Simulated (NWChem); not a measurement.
Everything below was run with NWChem. System: CHO2, charge 0, spin multiplicity 2, at a geometry optimised with UPBE0/def2-SVP. The structure started from a generated list of species. Its SCF solution wasn't tested for a lower state. Level: G0W0@UHF/def2-TZVP, RI basis def2-tzvp-rifit.

Job file:

```
start mol
memory heap 200 mb stack 700 mb global 1700 mb
geometry units angstroms nocenter noautoz
  O     -0.945275     0.680764     0.000000
  C     -0.305506    -0.313274     0.000000
  O      0.994428    -0.492952     0.000000
  H      1.439816     0.377152     0.000000
  symmetry group Cs
end
basis spherical
  * library def2-tzvp
end
basis "ri basis" bse spherical
  * library def2-tzvp-rifit
end
dft
  xc hfexch
  odft
  mult 2
  iterations 100
  direct
  tolerances tight
end
task dft energy
gw
  states alpha occ 4 vir 2
  states beta occ 4 vir 2
end
task dft gw
```

Part of the output:

```
             Northwest Computational Chemistry Package (NWChem) 7.3.0
             --------------------------------------------------------

                                NWChem Input Module
                                -------------------

 Scaling coordinates for geometry "geometry" by  1.889725989
 (inverse scale =  0.529177249)

 Turning off AUTOSYM since
 SYMMETRY directive was detected!

                             Geometry "geometry" -> ""
                             -------------------------

 Output coordinates in angstroms (scale by  1.889725989 to convert to a.u.)

  No.       Tag          Charge          X              Y              Z
 ---- ---------------- ---------- -------------- -------------- --------------
    1 O                    8.0000    -0.94527500     0.68076400     0.00000000
    2 C                    6.0000    -0.30550600    -0.31327400     0.00000000
    3 O                    8.0000     0.99442800    -0.49295200     0.00000000
    4 H                    1.0000     1.43981600     0.37715200     0.00000000

 Effective nuclear repulsion energy (a.u.)      63.5645329945

            Nuclear Dipole moment (a.u.)
            ----------------------------
        X                 Y               Z
 ---------------- ---------------- ----------------
     0.0000075589     0.0000075589     0.0000000000

      Symmetry information
      --------------------

 Group name             Cs
 Group number              2
 Group order               2
 No. of unique centers     4

      Symmetry unique atoms

     1    2    3    4


 Summary of "ao basis" -> "" (spherical)
 ------------------------------------------------------------------------------
       Tag                 Description            Shells   Functions and Types
 ---------------- ------------------------------  ------  ---------------------
 *                         def2-tzvp                  on all atoms

 new library libraries.bse/

 Summary of "ri basis" -> "" (spherical)
 ------------------------------------------------------------------------------
       Tag                 Description            Shells   Functions and Types
 ---------------- ------------------------------  ------  ---------------------
 *                      def2-tzvp-rifit               on all atoms

  xc_inp: hfexch multiplicative factor not found.

                                 NWChem DFT Module
                                 -----------------

 Summary of "ao basis" -> "ao basis" (spherical)
 ------------------------------------------------------------------------------
       Tag                 Description            Shells   Functions and Types
 ---------------- ------------------------------  ------  ---------------------
 O                         def2-tzvp                11       31   5s3p2d1f
 C                         def2-tzvp                11       31   5s3p2d1f
 H                         def2-tzvp                 4        6   3s1p

 Summary of "ao basis" -> "ao basis" (spherical)
 ------------------------------------------------------------------------------
       Tag                 Description            Shells   Functions and Types
 ---------------- ------------------------------  ------  ---------------------
 O                         def2-tzvp                11       31   5s3p2d1f
 C                         def2-tzvp                11       31   5s3p2d1f
 H                         def2-tzvp                 4        6   3s1p

      Symmetry analysis of basis
[...]
   alpha     31     32     33     34     35     36     37     38     39     40
    beta     31     32     33     34     35     36     37     38     39     40
 overlap   0.975  1.000  0.996  0.997  0.999  0.933  0.943  1.000  0.996  0.999

   alpha     41     42     43     44     45     46     47     48     49     50
    beta     41     42     43     44     45     46     47     48     49     50
 overlap   0.989  0.993  0.998  1.000  1.000  1.000  0.999  1.000  0.999  0.999

   alpha     51     52     53     54     55     56     57     58     59     60
    beta     51     52     53     54     55     56     57     58     59     60
 overlap   0.999  0.999  0.998  0.999  0.990  0.978  0.976  0.972  0.895  0.900

   alpha     61     62     63     64     65     66     67     68     69     70
    beta     61     62     63     64     65     66     67     68     69     70
 overlap   0.760  0.753  0.991  0.994  0.999  1.000  1.000  0.999  0.999  1.000

   alpha     71     72     73     74     75     76     77     78     79     80
    beta     71     72     73     74     75     76     77     78     79     80
 overlap   1.000  1.000  0.999  1.000  0.999  1.000  0.999  0.999  1.000  0.993

   alpha     81     82     83     84     85     86     87     88     89     90
    beta     81     82     83     84     85     86     87     88     89     90
 overlap   0.993  1.000  1.000  1.000  0.998  0.995  0.999  0.996  0.999  1.000

   alpha     91     92     93     94     95     96     97     98     99
    beta     91     92     93     94     95     96     97     98     99
 overlap   1.000  1.000  1.000  1.000  1.000  1.000  1.000  1.000  1.000

     --------------------------
     Expectation value of S2:
     --------------------------
      <S2> =      0.7628 (Exact =     0.7500)

 center of mass
 --------------
 x =  -0.06000369 y =  -0.01575479 z =   0.00000000

 moments of inertia (a.u.)
 ------------------
          45.057479766374          58.743325829211           0.000000000000
          58.743325829211         118.820949314541           0.000000000000
           0.000000000000           0.000000000000         163.878429080915

     Multipole analysis of the density
     ---------------------------------

     L   x y z        total         alpha         beta         nuclear
     -   - - -        -----         -----         ----         -------
     0   0 0 0     -0.000000    -12.000000    -11.000000     23.000000

     1   1 0 0      0.838040      0.797413      0.040620      0.000008
     1   0 1 0      0.034789      0.508232     -0.473451      0.000008
     1   0 0 1     -0.000000     -0.000000      0.000000      0.000000

     2   2 0 0    -12.365454    -38.823888    -36.722723     63.181157
     2   1 1 0      2.815046     15.118390     16.095344    -28.398688
     2   1 0 1      0.000000      0.000000      0.000000      0.000000
     2   0 2 0    -13.164949    -19.437501    -16.520187     22.792738
     2   0 1 1     -0.000000     -0.000000     -0.000000      0.000000
     2   0 0 2    -11.974929     -6.348359     -5.626570      0.000000

 Task  times  cpu:       17.2s     wall:       17.2s

                                NWChem Input Module
                                -------------------

                                 NWChem GW Module
                                 ----------------

                             ***********************
                             ***        GW       ***
                             ***********************

 Summary of "ri basis" -> "ri basis" (spherical)
 ------------------------------------------------------------------------------
       Tag                 Description            Shells   Functions and Types
 ---------------- ------------------------------  ------  ---------------------
 O                      def2-tzvp-rifit             22       76   8s6p4d3f1g
 C                      def2-tzvp-rifit             22       76   8s6p4d3f1g
 H                      def2-tzvp-rifit              7       15   4s2p1d

                 Memory Information
                 ------------------
          Available GA per process is          1699.9 MBs
          Available stack per process is        700.0 MBs
          Available heap per process is         199.9 MBs

          Peak memory in Initialization
              Peak GA per process is                  5.5 MBs
              Peak stack per process is               0.1 MBs
              Peak heap per process is                5.7 MBs
              Memory not in MA per process            0.0 MBs

          Peak memory in AFF Calculation
              Peak GA per process is                 39.5 MBs
              Peak stack per process is              30.9 MBs
              Peak heap per process is                0.0 MBs
              Memory not in MA per process           30.9 MBs

          Computing 2-center integrals
          Computing Inverse Cholesky factor
          Computing 3-center integrals
          Computing V_xc ...
          Computing Sigma_x
          Computing RPA polarizability
          Solving quasiparticle equations

                  Alpha Orbitals
          State     Energy (eV)     Error (eV)
          -----------------------------------
@GW         9        -17.147           0.002
@GW        10        -14.835           0.003
@GW        11        -13.603           0.004
@GW        12        -10.754           0.002
@GW        13          3.056           0.003
@GW        14          3.035           0.002

                   Beta Orbitals
          State     Energy (eV)     Error (eV)
          -----------------------------------
@GW         8        -16.924           0.002
@GW         9        -16.843           0.002
@GW        10        -13.611           0.002
@GW        11        -13.538           0.004
@GW        12          0.388           0.003
@GW        13          3.528           0.002

   Applying   0.8600 eV scissor-shift to rest of particle states

   Applying  -0.4936 eV scissor-shift to rest of hole states

   Applying   0.5305 eV scissor-shift to rest of particle states

   Applying  -1.2651 eV scissor-shift to rest of hole states

     GW Timing Statistics
   ------------------------
   Init.   :          0.1s
     ERIs  :          0.9s
     Distr.:          0.0s
     Vxc   :          1.2s
   Sigma_x :          0.0s
   RPA     :          2.1s
   Wmn     :          0.1s
   Sigma_c :          0.0s
   GW total:          4.4s

 Task  times  cpu:        4.4s     wall:        4.4s

 Total times  cpu:       21.7s     wall:       21.7s
```
